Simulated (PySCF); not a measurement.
PySCF job for C2H6Sb, SMILES [CH3][Sb][CH3], multiplicity 2, C-PCM-PBE0/def2-SVP. Geometry: B3LYP-D3(BJ)/def2-SVP. The spin state was assumed, not searched. The isomer is the one that the SMILES or the coordinates give; other isomers of the formula were not compared. The def2 effective core potentials stand for the cores of Sb; spin–orbit coupling is left out.

```python
import numpy as np
from pyscf import gto, scf, dft
from pyscf.solvent import pcm

mol = gto.M(
    atom='''
    Sb    0.00000000   -0.00000000    0.41841825
    C     1.59080814    0.00000000   -1.09889815
    H     1.49686316    0.89569444   -1.73168850
    H     2.57679724   -0.00000000   -0.61289964
    H     1.49686316   -0.89569444   -1.73168850
    C    -1.59080816   -0.00000000   -1.09889814
    H    -1.49686319    0.89569444   -1.73168848
    H    -1.49686319   -0.89569443   -1.73168848
    H    -2.57679725    0.00000000   -0.61289960
    ''',
    basis='def2-SVP',
    ecp={'Sb': 'def2-svp'},
    charge=0,
    spin=1,
    max_memory=1600,
    verbose=3,
)
mf = dft.UKS(mol, xc='pbe0').density_fit(auxbasis='def2-universal-jkfit')
mf.grids.level = 3
mf.conv_tol = 1e-9
mf.max_cycle = 100
mf.kernel()
fine, coarse = mf.grids, dft.Grids(mol).set(level=1).build(with_non0tab=True)
for _ in range(3):  # follow internal instabilities
    mf.grids = coarse
    mo, _, stable, _ = mf.stability(return_status=True, nroots=4)
    mf.grids = fine
    if stable:
        break
    mf.kernel(mf.make_rdm1(mo, mf.mo_occ))
res = {}
for name, eps in {'water': 78.355, 'dimethylsulfoxide': 46.826, 'chloroform': 4.7113}.items():
    s = mf.PCM()
    s.with_solvent.method, s.with_solvent.eps, s.with_solvent.lebedev_order = 'C-PCM', eps, 29
    s.kernel(mf.make_rdm1())
    res[name] = (s.e_tot, eps, s.dip_moment(), s.mo_energy, s.converged)
    print(f'{name}: electrostatic solvation free energy {(s.e_tot - mf.e_tot) * 627.509474:.3f} kcal/mol')
```

Log of the run:

```

WARN: HOMO -0.756273388473754 >= LUMO -0.756273388473754

converged SCF energy = -319.891616167413  <S^2> = 0.75429657  2S+1 = 2.004292
<class 'pyscf.df.df_jk.DFUKS'> wavefunction is stable in the internal stability analysis

WARN: PCM is an experimental feature. It is still in testing.
Features and APIs may be changed in the future.

converged SCF energy = -319.893047809947  <S^2> = 0.75430137  2S+1 = 2.0042968
Dipole moment(X, Y, Z, Debye): -0.00000, -0.00000, -0.94495
water: electrostatic solvation free energy -0.898 kcal/mol

WARN: PCM is an experimental feature. It is still in testing.
Features and APIs may be changed in the future.

converged SCF energy = -319.893034095371  <S^2> = 0.75430129  2S+1 = 2.0042967
Dipole moment(X, Y, Z, Debye): -0.00000, -0.00000, -0.94169
dimethylsulfoxide: electrostatic solvation free energy -0.890 kcal/mol

WARN: PCM is an experimental feature. It is still in testing.
Features and APIs may be changed in the future.

converged SCF energy = -319.892736293094  <S^2> = 0.7542997  2S+1 = 2.0042951
Dipole moment(X, Y, Z, Debye): -0.00000, -0.00000, -0.87485
chloroform: electrostatic solvation free energy -0.703 kcal/mol
```

The calculation finished and met its thresholds.
